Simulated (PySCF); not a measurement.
# Threshold energies of SnH in a plasma

r²SCAN in PySCF with def2-SVPD on every atom (core potentials on Sn), for the lowest determinant that a PBE0 search found; no spin–orbit coupling.

```tsv
species	state (unpaired electrons)	Re (Å)	ωe (cm⁻¹)	energy of the minimum from the neutral (eV)	De (eV)	dissociates to
SnH	doublet (π ↑)	1.786	1697	0.00	2.63	Sn + H
SnH⁺	singlet (closed shell)	1.770	1806	7.32	2.72	Sn⁺ + H
SnH⁻	triplet (π ↑↑)	1.819	1518	-1.24	2.61	Sn⁻ + H
```

Problem. Work out the lowest energy to break SnH into atoms, from its vibrational ground state.

Solution. D0 = De − ωe/2 = 2.63 − 0.11 = 2.52 eV (r²SCAN/def2-SVPD).

Problem. Work out the ionisation energy of the Sn atom at this level and the threshold of dissociative ionisation.

Solution. IE(Sn) = 7.32 + 2.72 − 2.63 = 7.41 eV, so Sn⁺ + H + e⁻ appears at D0 + IE(Sn) = 9.93 eV (r²SCAN/def2-SVPD). The measured IE(Sn) is 7.344 eV (NIST ASD).

Problem. Work out the electron affinity of the Sn atom and the threshold of dissociative attachment.

Solution. EA(Sn) = 2.63 − 2.61 − (-1.24) = 1.26 eV, so Sn⁻ + H needs D0 − EA(Sn) = 1.26 eV (r²SCAN/def2-SVPD). The measured EA(Sn) is 1.112 eV.

These are thermodynamic thresholds; the onsets seen under electron impact lie higher where the geometry changes, and cross-sections peak well above them.

Spin–orbit coupling is left out, which matters for elements this heavy, above all for dissociation energies. For an ion De counts to the pair picked by the measured ionisation energies or electron affinities, which need not be the lowest pair at this level. The highest Kohn–Sham level is positive in this anion. Much of that is self-interaction error, but it also means that the finite basis helps to hold the extra electron. States were picked by a PBE0 search and need not be the measured ground states.
